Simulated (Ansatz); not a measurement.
`C/C=[N]\[InH2]` + HBr → `[Br][InH2]` + `CC=N` at 400 K and 1 bar (ligand exchange at the In–N bond).

Program: Ansatz. Geometries: PBE0-D4/def2-TZVP. ΔE: electronic, gas phase. CCSD(T)/CBS is the MP2 limit (def2-TZVPP, def2-QZVPP) plus CCSD(T) − MP2 in def2-TZVPP, frozen cores. Elements past krypton have def2 core potentials. For Br, In outer-core shells are correlated without core-valence functions, which leaves a few kJ/mol of doubt a bond. Scalar relativity is left out up to krypton. One conformer a species, not always the lowest.

```json
{"species": "`C/C=[N]\\[InH2]`", "CCSD(T)/CBS energy (Eh)": "-324.18380", "H − E (kJ/mol)": "213.1", "S (J/(mol·K))": "378.3"}
{"species": "HBr", "CCSD(T)/CBS energy (Eh)": "-2573.91920", "H − E (kJ/mol)": "27.6", "S (J/(mol·K))": "207.2"}
{"species": "`[Br][InH2]`", "CCSD(T)/CBS energy (Eh)": "-2764.36342", "H − E (kJ/mol)": "51.9", "S (J/(mol·K))": "304.8"}
{"species": "`CC=N`", "CCSD(T)/CBS energy (Eh)": "-133.79309", "H − E (kJ/mol)": "199.7", "S (J/(mol·K))": "281.6"}
```

H − E and S are ideal-gas, rigid-rotor, harmonic terms from PBE0-D4/def2-TZVP, for one conformer and one mirror image of each species. 1 Eh = 2625.50 kJ/mol, R = 8.31446 J/(mol·K).

Task: By hand: ΔE, ΔH, ΔS and ΔG.

Result: ΔE = (-2764.36342) + (-133.79309) − (-324.18380) − (-2573.91920) = -0.05351 Eh = -140.5 kJ/mol. Δ(H − E) = 51.9 + 199.7 − 213.1 − 27.6 = 10.9, so ΔH = -129.6 kJ/mol. ΔS = 304.8 + 281.6 − 378.3 − 207.2 = 0.9 J/(mol·K). ΔG = -129.6 − 400 × (0.9)/1000 = -130.0 kJ/mol.

Task: By hand: the equilibrium constant, and the temperature at which ΔG would vanish if ΔH and ΔS stayed fixed.

Result: log₁₀ K = −ΔG/(RT ln 10) = 17.0. ΔH and −TΔS have one sign here, so there is no such temperature. One of them is within its doubt of zero, so this could turn.

The number of gas molecules stays the same, so ΔS is small and ΔH decides. A doubt of 5 kJ/mol in ΔE shifts log₁₀ K by 0.7 here. Other conformers and mirror images would add mixing entropy, several J/(mol·K) or more a flexible species. These are equilibria of isolated gas molecules and say nothing of rates. Largest T1 diagnostic: 0.017 (customary marks: 0.02 for closed shells, 0.045 for open ones).
